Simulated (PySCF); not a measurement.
## Multinuclear NMR of C2H14OSi4

Bonds (- single, = double, # triple, : aromatic): C1-C2, C2-Si3, Si3-O4, O4-Si5, Si5-Si6, Si5-Si7. C1 carries H8, H9, H10; C2 carries H11, H12; Si3 carries H13, H14; Si5 carries H15; Si6 carries H16, H17, H18; Si7 carries H19, H20, H21.

PySCF 2.14.0 with density-fitted response routines calculation with shieldings: GIAO PBE0/pcSseg-1 and geometry: GFN2-xTB; one averaged value for each set of equivalent atoms, non-relativistic, gas phase, one conformer.

Question: What are the ²⁹Si shifts?

Answer: 
| atoms | environment | σ (ppm) | δ (ppm) |
| --- | --- | --- | --- |
| Si5 | silicon bonded to O, 2 Si, H | 363.3 | -18.7 |
| Si3 | silicon bonded to C, O, 2 H | 369.5 | -23.8 |
| Si6/Si7 | silicon bonded to Si, 3 H | 465.6 | -102.8 |

Shieldings were converted by a linear fit to measured shifts: ²⁹Si: δ = 279.94 − 0.822σ (rms 8.9 ppm, 72 shifts, 25.8 ppm with the 6 outliers that the fit left out vs TMS, solution or neat liquid). Occasional misses reach two or three times the rms, and more in compound classes unlike the fitted ones.

On a 400 MHz spectrometer ²⁹Si resonates near 79.5 MHz, so 1 ppm is 79.5 Hz.

Question: What are the ¹⁷O shifts?

Answer: 
| atoms | environment | σ (ppm) | δ (ppm) |
| --- | --- | --- | --- |
| O4 | oxygen bonded to 2 Si | 335.1 | -38.5 |

Shieldings were converted by a linear fit to measured shifts: ¹⁷O: δ = 266.70 − 0.911σ (rms 10.7 ppm, 155 shifts, 12.2 ppm with the 3 outliers that the fit left out vs liquid water, solution or neat liquid). Occasional misses reach two or three times the rms, and more in compound classes unlike the fitted ones.

On a 600 MHz spectrometer ¹⁷O resonates near 81.3 MHz, so 1 ppm is 81.3 Hz.
